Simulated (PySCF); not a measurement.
C₄H₇ (SMILES [CH-]=C(C)C), charge -1, singlet, at a GFN2-xTB geometry (in this run its highest filled SCF level lies above zero, so its values depend strongly on the basis, on diffuse functions most of all); PySCF with SVWN5/STO-3G.

Here is a job for PySCF.
```python
from pyscf import gto, scf, dft

mol = gto.Mole()
mol.atom = '''
    C    -0.017079    0.137684    1.567119
    C    -0.002588    0.015899    0.238727
    H    -0.019375   -0.900336    2.055516
    C     0.003309    1.253666   -0.640106
    H    -0.005779    2.152562   -0.023252
    H     0.893269    1.292935   -1.287774
    H    -0.872859    1.287990   -1.306587
    C     0.010311   -1.253978   -0.638358
    H     0.006195   -2.152814   -0.015777
    H    -0.867325   -1.302457   -1.302631
    H     0.902155   -1.297503   -1.283782
'''
mol.basis = 'sto-3g'
mol.charge = -1
mol.spin = 0
mol.verbose = 4
mol.build()

mf = dft.RKS(mol)
mf.xc = 'lda,vwn'
mf.conv_tol_grad = 1e-3
mf.kernel()
```

What does PySCF print? Leave out banner, timings and long lists.


```
PySCF version 2.14.0

[INPUT] verbose = 4
[INPUT] num. atoms = 11
[INPUT] num. electrons = 32
[INPUT] charge = -1
[INPUT] spin (= nelec alpha-beta = 2S) = 0
[INPUT] symmetry False subgroup None
[INPUT] Mole.unit = angstrom
[INPUT] Symbol           X                Y                Z      unit          X                Y                Z       unit  Magmom
[INPUT]  1 C     -0.017079000000   0.137684000000   1.567119000000 AA   -0.032274632481   0.260185051735   2.961425714602 Bohr   0.0
[INPUT]  2 C     -0.002588000000   0.015899000000   0.238727000000 AA   -0.004890611210   0.030044755654   0.451128648539 Bohr   0.0
[INPUT]  3 H     -0.019375000000  -0.900336000000   2.055516000000 AA   -0.036613443663  -1.701388460086   3.884362284661 Bohr   0.0
[INPUT]  4 C      0.003309000000   1.253666000000  -0.640106000000 AA    0.006253103746   2.369085391679  -1.209625030691 Bohr   0.0
[INPUT]  5 H     -0.005779000000   2.152562000000  -0.023252000000 AA   -0.010920727274   4.067752646146  -0.043939911848 Bohr   0.0
[INPUT]  6 H      0.893269000000   1.292935000000  -1.287774000000 AA    1.688033765564   2.443293046865  -2.433540170336 Bohr   0.0
[INPUT]  7 H     -0.872859000000   1.287990000000  -1.306587000000 AA   -1.649464455362   2.433948351179  -2.469091587917 Bohr   0.0
[INPUT]  8 C      0.010311000000  -1.253978000000  -0.638358000000 AA    0.019484966070  -2.369674986230  -1.206321789425 Bohr   0.0
[INPUT]  9 H      0.006195000000  -2.152814000000  -0.015777000000 AA    0.011706853342  -4.068228857129  -0.029814209067 Bohr   0.0
[INPUT] 10 H     -0.867325000000  -1.302457000000  -1.302631000000 AA   -1.639006710988  -2.461287019023  -2.461615831368 Bohr   0.0
[INPUT] 11 H      0.902155000000  -1.297503000000  -1.283782000000 AA    1.704825871907  -2.451925315802  -2.425996383646 Bohr   0.0

nuclear repulsion = 111.076037992615
number of shells = 19
number of NR pGTOs = 81
number of NR cGTOs = 27
basis = sto-3g
ecp = {}

******** <class 'pyscf.dft.rks.RKS'> ********
method = RKS
initial guess = minao
damping factor = 0
level_shift factor = 0
DIIS = <class 'pyscf.scf.diis.CDIIS'>
diis_start_cycle = 1
diis_space = 8
diis_damp = 0
SCF conv_tol = 1e-09
SCF conv_tol_grad = 0.001
SCF max_cycles = 50
direct_scf = True
direct_scf_tol = 1e-13
XC library pyscf.dft.libxc version 7.1.2
    S. Lehtola, C. Steigemann, M. J. T. Oliveira, and M. A. L. Marques,  SoftwareX 7, 1–5 (2018)
XC functionals = lda,vwn
    P. A. M. Dirac,  Math. Proc. Cambridge Philos. Soc. 26, 376 (1930)
    F. Bloch,  Z. Phys. 57, 545 (1929)
    S. H. Vosko, L. Wilk, and M. Nusair,  Can. J. Phys. 58, 1200 (1980)
radial grids:
    Treutler-Ahlrichs [JCP 102, 346 (1995); DOI:10.1063/1.469408] (M4) radial grids

becke partition: Becke, JCP 88, 2547 (1988); DOI:10.1063/1.454033
pruning grids: <function nwchem_prune>
grids dens level: 3
symmetrized grids: False
atomic radii adjust function: <function treutler_atomic_radii_adjust>
small_rho_cutoff = 0
Initial guess from minao.
tot grids = 125128
init E= -153.180286807586
  HOMO = -0.188677309308227  LUMO = 0.0113962743566112  gap/eV = 5.44428
cycle= 1 E= -152.873269727366  delta_E= 0.307  |g|= 0.527  |ddm|= 4.13
  HOMO = 0.482267857829624  LUMO = 0.575398167386004  gap/eV = 2.53420
cycle= 2 E= -152.777133798128  delta_E= 0.0961  |g|= 0.739  |ddm|= 2.11
  HOMO = 0.318604918915674  LUMO = 0.469557566707236  gap/eV = 4.10763
cycle= 3 E= -152.962121491559  delta_E= -0.185  |g|= 0.285  |ddm|= 1.48
  HOMO = 0.314190533614164  LUMO = 0.448888346141108  gap/eV = 3.66531
cycle= 4 E= -152.986764407901  delta_E= -0.0246  |g|= 0.0233  |ddm|= 0.376
  HOMO = 0.311723024471581  LUMO = 0.445976903033372  gap/eV = 3.65323
cycle= 5 E= -152.986920772432  delta_E= -0.000156  |g|= 0.0115  |ddm|= 0.0519
  HOMO = 0.312924151982111  LUMO = 0.446864539498904  gap/eV = 3.64470
cycle= 6 E= -152.986963978066  delta_E= -4.32e-05  |g|= 0.00163  |ddm|= 0.017
  HOMO = 0.313074627895755  LUMO = 0.446986359029952  gap/eV = 3.64392
cycle= 7 E= -152.986964993537  delta_E= -1.02e-06  |g|= 0.000199  |ddm|= 0.00292
  HOMO = 0.31305749199118  LUMO = 0.446971420901862  gap/eV = 3.64398
cycle= 8 E= -152.986965005344  delta_E= -1.18e-08  |g|= 6.8e-05  |ddm|= 0.000383
  HOMO = 0.313060990110129  LUMO = 0.446975223653895  gap/eV = 3.64399
cycle= 9 E= -152.986965006779  delta_E= -1.43e-09  |g|= 1.18e-05  |ddm|= 0.000101
  HOMO = 0.313061712283949  LUMO = 0.446975194935639  gap/eV = 3.64397
cycle= 10 E= -152.986965006832  delta_E= -5.26e-11  |g|= 1.11e-06  |ddm|= 2.11e-05
  HOMO = 0.313061566169892  LUMO = 0.44697507022442  gap/eV = 3.64397
Extra cycle  E= -152.986965006832  delta_E= -6.82e-13  |g|= 8.72e-07  |ddm|= 3.45e-06
converged SCF energy = -152.986965006832
```
